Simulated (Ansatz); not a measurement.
Input file for Ansatz (an electronic-structure program): U-PBE0/def2-TZVPP on SnGe, 2S+1 = 5, a spin state set in the input, which need not be the lowest. Elements past Kr take the def2 small-core potentials; no spin–orbit coupling.

Ansatz 0.2 input:
```yaml
crystal:
  periodic: [false, false, false]
  atoms:
    - {symbol: Ge, position_ang: [0.00000000, 0.00000000, 0.00000000]}
    - {symbol: Sn, position_ang: [0.00000000, 0.00000000, 2.46000000]}
basis:
  gaussian:
    orbitals: def2-TZVPP
hamiltonian:
  xc: {name: PBE0}
magnetization: {spin_polarized: true, initial_magnetization: 4}
relax: {f_tol: 0.002, max_steps: 120}
```

It printed:

```
WARN ansatz: RAYON_NUM_THREADS=1 ignored (pool sized by the plan → 1); use --threads N
Functional definition: PBE0
integrals: 0.04 GiB planned
856 factors; integrals over basis functions are off by at most 2.3e-4 eV
mean field: 0.60 GiB planned
mean field evaluation 1: about -62340.0693 eV, gradient 7.4e0 eV
mean field evaluation 2: about -62340.1493 eV, gradient 6.3e0 eV
mean field evaluation 4: about -62340.2361 eV, gradient 1.4e-1 eV
mean field evaluation 8: about -62340.2577 eV, gradient 1.0e-2 eV
mean field evaluation 16: about -62340.1764 eV, gradient 2.8e0 eV
mean field -62340.25766169 eV, -2290.9622133229 hartree, gradient 7.4e-5 eV, S^2 6.003198; 1 other end points of the search recorded, 0 dependent functions left out
the calculation of the forces begins
reference -62340.25768791 eV, -2290.9622142864 hartree; 29, 25 occupied and 69, 73 virtual orbitals, 856 factors
relax step   1: F+E_penalty+E_count = -62340.25766169 eV  Δ(F+E_penalty+E_count) = +0.000e0 eV  max|allowed force component| = 2.475e0 eV/Å  Δτ_max = 0.0000 Å  (49 SCF iters, accepted)
these checks for a lower state are left out or cut short: starts, cluster_reference, orbital_swaps, neighbouring_geometries, increment
integrals: 0.04 GiB planned
856 factors; integrals over basis functions are off by at most 6.8e-4 eV
mean field: 0.59 GiB planned
mean field evaluation 32: about -62340.5489 eV, gradient 1.6e-5 eV
mean field -62340.54891915 eV, -2290.9729168371 hartree, gradient 2.1e-5 eV, S^2 6.003326; 0 other end points of the search recorded, 0 dependent functions left out
the calculation of the forces begins
reference -62340.54894581 eV, -2290.9729178168 hartree; 29, 25 occupied and 69, 73 virtual orbitals, 856 factors
relax step   2: F+E_penalty+E_count = -62340.54891915 eV  Δ(F+E_penalty+E_count) = -2.913e-1 eV  max|allowed force component| = 2.658e-1 eV/Å  Δτ_max = 0.1741 Å  (41 SCF iters, accepted)
these checks for a lower state are left out or cut short: starts, cluster_reference, orbital_swaps, neighbouring_geometries, increment
integrals: 0.04 GiB planned
856 factors; integrals over basis functions are off by at most 6.5e-4 eV
mean field: 0.60 GiB planned
mean field -62340.55559559 eV, -2290.9731621917 hartree, gradient 1.9e-5 eV, S^2 6.003325; 0 other end points of the search recorded, 0 dependent functions left out
the calculation of the forces begins
reference -62340.55562221 eV, -2290.9731631699 hartree; 29, 25 occupied and 69, 73 virtual orbitals, 856 factors
relax step   3: F+E_penalty+E_count = -62340.55559559 eV  Δ(F+E_penalty+E_count) = -6.676e-3 eV  max|allowed force component| = 1.188e-1 eV/Å  Δτ_max = 0.0172 Å  (39 SCF iters, accepted)
these checks for a lower state are left out or cut short: starts, cluster_reference, orbital_swaps, neighbouring_geometries, increment
integrals: 0.04 GiB planned
856 factors; integrals over basis functions are off by at most 6.3e-4 eV
mean field: 0.60 GiB planned
mean field -62340.55708114 eV, -2290.9732167846 hartree, gradient 1.8e-5 eV, S^2 6.003322; 0 other end points of the search recorded, 0 dependent functions left out
the calculation of the forces begins
reference -62340.55710772 eV, -2290.9732177615 hartree; 29, 25 occupied and 69, 73 virtual orbitals, 856 factors
relax step   4: F+E_penalty+E_count = -62340.55708114 eV  Δ(F+E_penalty+E_count) = -1.486e-3 eV  max|allowed force component| = 1.441e-2 eV/Å  Δτ_max = 0.0139 Å  (38 SCF iters, accepted)
these checks for a lower state are left out or cut short: starts, cluster_reference, orbital_swaps, neighbouring_geometries, increment
integrals: 0.04 GiB planned
856 factors; integrals over basis functions are off by at most 6.3e-4 eV
mean field: 0.60 GiB planned
mean field -62340.55710180 eV, -2290.9732175439 hartree, gradient 9.0e-5 eV, S^2 6.003323; 0 other end points of the search recorded, 0 dependent functions left out
the calculation of the forces begins
reference -62340.55712839 eV, -2290.9732185209 hartree; 29, 25 occupied and 69, 73 virtual orbitals, 856 factors
relax step   5: F+E_penalty+E_count = -62340.55710180 eV  Δ(F+E_penalty+E_count) = -2.066e-5 eV  max|allowed force component| = 6.750e-4 eV/Å  Δτ_max = 0.0015 Å  (25 SCF iters, accepted)
integrals: 0.04 GiB planned
856 factors; integrals over basis functions are off by at most 6.3e-4 eV
mean field: 0.60 GiB planned
mean field evaluation 64: about -62340.5571 eV, gradient 6.0e-2 eV
mean field -62340.55710180 eV, -2290.9732175439 hartree, gradient 9.0e-5 eV, S^2 6.003323; 2 other end points of the search recorded, 0 dependent functions left out
the calculation of the forces begins
reference -62340.55712839 eV, -2290.9732185209 hartree; 29, 25 occupied and 69, 73 virtual orbitals, 856 factors
Total energy: -62340.55712839 eV, -2290.9732185209 hartree
Atom 0 at     0.000000     0.000000    -0.144427 Å, force     0.000000    -0.000000     0.000675 eV/Å
Atom 1 at    -0.000000    -0.000000     2.604427 Å, force    -0.000000     0.000000    -0.000675 eV/Å
Dipole moment:    -0.000000    -0.000000     0.120666 e Å
```

Self-consistency was reached.

Cost: roughly 40 core-seconds.
